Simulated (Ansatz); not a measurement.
`O[Si@@H]1O[C@@H]1Cl`. Total charge 0; spin multiplicity 1.

| atom | x (Å) | y (Å) | z (Å) |
| --- | --- | --- | --- |
| O1 | -0.6815 | -1.0286 | 1.4323 |
| Si2 | -0.6842 | 0.2277 | 0.4118 |
| O3 | -0.5846 | -0.0168 | -1.2256 |
| C4 | 0.6692 | 0.5298 | -0.7388 |
| Cl5 | 2.0127 | -0.6289 | -0.7990 |
| H6 | -0.0385 | -1.7242 | 1.2670 |
| H7 | -1.6642 | 1.2035 | 0.9027 |
| H8 | 0.9710 | 1.4374 | -1.2505 |

Task: What are the harmonic wavenumbers in cm⁻¹ at PBE0-D4/def2-TZVP (Ansatz, finite differences of forces, unscaled)? (Estimate.)

Result: Ansatz gave: 115, 232, 336, 380, 403, 571, 685, 721, 804, 817, 886, 948, 1083, 1118, 1263, 2324, 3173, 3881.

Task: Is this a minimum?

Result: Yes, all 18 modes are real.

Task: Give the ideal-gas thermochemistry at 298.15 K and 1 bar (rigid rotor, harmonic oscillator; point group C1, symmetry number 1).

Result: Zero-point energy 118.1 kJ/mol; H(298) − E = 135.7 kJ/mol; entropy 323.0 J/(mol·K), of which translation 167.5, rotation 112.8, vibration 42.7; G(298) − E = 39.4 kJ/mol.

Task: And at 400, 500, 600, 800 and 1000 K?

Result: 
```
T (K)  H − E (kJ/mol)  S (J/mol/K)  G − E (kJ/mol)
  400           146.0        352.6             5.0
  500           157.7        378.6           -31.6
  600           170.4        401.8           -70.6
  800           198.1        441.5          -155.1
 1000           227.9        474.7          -246.8
```

Task: Rotational constants (cm⁻¹)?

Result: 0.2012, 0.07546, 0.06085.
